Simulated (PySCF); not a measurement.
Computed IR spectrum (relative IR intensity) of a molecule C4H5Br. Geometry optimised at PBE0-D3(BJ)/def2-SVP. The values are those of a single conformer. These are PBE0-D3(BJ)/def2-SVP (PySCF) values and carry that method's errors. Frequencies are harmonic and unscaled.

Lines under 2 % of the strongest are left out, and lines within 2 cm⁻¹ are merged.

ν (cm⁻¹): 202 (vw), 394 (w), 399 (w), 767 (m), 874 (vs), 882 (m), 928 (vw), 947 (w), 1085 (vw), 1150 (m), 1189 (w), 1217 (w), 1293 (s), 1435 (vw), 1683 (s), 3068 (s), 3084 (m), 3130 (w), 3149 (m), 3251 (vw) (against the strongest line: vs over 80 %, s over 45 %, m over 15 %, w over 4 %, vw less)

Q: Which structure fits?
(A) C=C=CCBr
(B) BrC1=CCC1
(C) C=C/C=C/Br
(D) C=CC(=C)Br

A: B, BrC1=CCC1
